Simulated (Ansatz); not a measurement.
`C=C[CH2][GeH3]` and `C=C[CH2][InH2]` differ in one atom or group.

Ansatz, PBE0-D4/def2-TZVP geometries, multiplicity 1. Each molecule was computed in one conformer, which needn't be the lowest.

Elements past krypton have def2 core potentials. Scalar relativity is left out up to krypton.

```tsv
property	`C=C[CH2][GeH3]`
ideal-gas entropy at 298 K and 1 bar (rigid rotor, harmonic PBE0-D4/def2-TZVP) / J/(mol·K)	333
HOMO energy (ωB97M-V/def2-TZVPP) / eV	-9.28
LUMO energy (PBE0/def2-TZVPP) / eV	0.11
HOMO–LUMO gap (B3LYP/def2-TZVPP) / eV	6.77
LUMO energy (PBE/def2-TZVPP) / eV	-0.88
HOMO–LUMO gap (PBE0/def2-TZVPP) / eV	7.22
```

**Question.** What does the change do to each property? (Estimate.)

**Answer.** Ansatz gave: 
```json
{"property": "ideal-gas entropy at 298 K and 1 bar (rigid rotor, harmonic PBE0-D4/def2-TZVP) / J/(mol·K)", "`C=C[CH2][InH2]`": "335", "shift": "2"}
{"property": "HOMO energy (ωB97M-V/def2-TZVPP) / eV", "`C=C[CH2][InH2]`": "-8.44", "shift": "0.84"}
{"property": "LUMO energy (PBE0/def2-TZVPP) / eV", "`C=C[CH2][InH2]`": "-1.03", "shift": "-1.14"}
{"property": "HOMO–LUMO gap (B3LYP/def2-TZVPP) / eV", "`C=C[CH2][InH2]`": "4.93", "shift": "-1.84"}
{"property": "LUMO energy (PBE/def2-TZVPP) / eV", "`C=C[CH2][InH2]`": "-1.77", "shift": "-0.89"}
{"property": "HOMO–LUMO gap (PBE0/def2-TZVPP) / eV", "`C=C[CH2][InH2]`": "5.35", "shift": "-1.87"}
```

With PBE0 the HOMO rises by 0.71 eV and the LUMO falls by 1.14 eV, so the gap narrows by about 1.85 eV. PBE moves the HOMO by 0.59 eV and ωB97M-V by 0.84 eV. The zero-point energy changes by -31.6 kJ/mol with -3 modes.

B3LYP here is the variant with VWN-RPA as its local correlation; programs differ in this.
